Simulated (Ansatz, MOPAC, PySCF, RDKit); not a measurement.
Dimer: H2O (SMILES O) (first 3 atoms) with CH3F (SMILES CF); geometry from B3LYP-D3(BJ)/def2-TZVP, rigid monomers moved along the line of their centres of mass till H3···F5 is 2.80 Å.
(charge 0, multiplicity 1):
```xyz
8

O     -0.1214    -0.0633     0.5828
H      0.0078     0.6366    -0.0644
H     -0.4799     0.3723     1.3672
C      0.4821    -0.2457     4.6060
F     -0.4536     0.6933     4.1473
H     -0.0496    -0.9987     5.1866
H      0.9644    -0.6947     3.7393
H      1.2080     0.2761     5.2286
```

| level | interaction energy (kcal/mol) | minus MP2/CBS(aug-cc-pVDZ, aug-cc-pVTZ) + ΔCCSD(T)/aug-cc-pVDZ |
|---|---|---|
| MMFF94 | -1.99 | 0.15 |
| UFF | -0.35 | 1.79 |
| PM3 | -1.12 | 1.02 |
| HF/STO-3G (no counterpoise) | -0.82 | 1.32 |
| HF/6-31G* | -1.93 | 0.20 |
| B3LYP/6-31G* | -1.75 | 0.39 |
| B3LYP/6-311+G** (no counterpoise) | -2.03 | 0.11 |
| B3LYP-D3(BJ)/def2-TZVPPD | -2.08 | 0.06 |
| PBE0-D4/def2-TZVPPD | -2.16 | -0.03 |
| M06-2X/6-31G* (no counterpoise) | -3.08 | -0.94 |
| MP2/6-31G* | -1.94 | 0.20 |
| MP2/aug-cc-pVTZ | -2.09 | 0.05 |
| CCSD(T)/aug-cc-pVDZ | -2.03 | 0.10 |
| MP2/CBS(aug-cc-pVDZ, aug-cc-pVTZ) + ΔCCSD(T)/aug-cc-pVDZ | -2.14 | 0.00 |

 The comparison column counts from a level with limits of its own.

The rows run from -3.08 (M06-2X/6-31G* (no counterpoise)) to -0.35 kcal/mol (UFF).

Monomers are frozen at their geometry in the pair; levels with a basis set take the counterpoise correction. Rows marked so take none. RDKit's UFF carries no charges.

Correlated levels freeze the cores. CBS: X⁻³ extrapolation of the correlation energy, Hartree–Fock from the larger set. Rows in 6-311+G**, 6-31G*, STO-3G carry no dispersion term and start afresh at each structure (6-31G* with six Cartesian d functions). MP2/6-31G* freezes PySCF's default core. The state reached by PM3 isn't checked.

The values were computed with Ansatz (Gaussian basis) for Hartree–Fock, density functionals and correlated methods; MOPAC for PM3 (differences of heats of formation); PySCF for 6-311+G** rows, 6-31G* rows, STO-3G rows, the dispersion terms; RDKit for the force fields. Values without a source in brackets are computed.

Ansatz is an electronic-structure program.
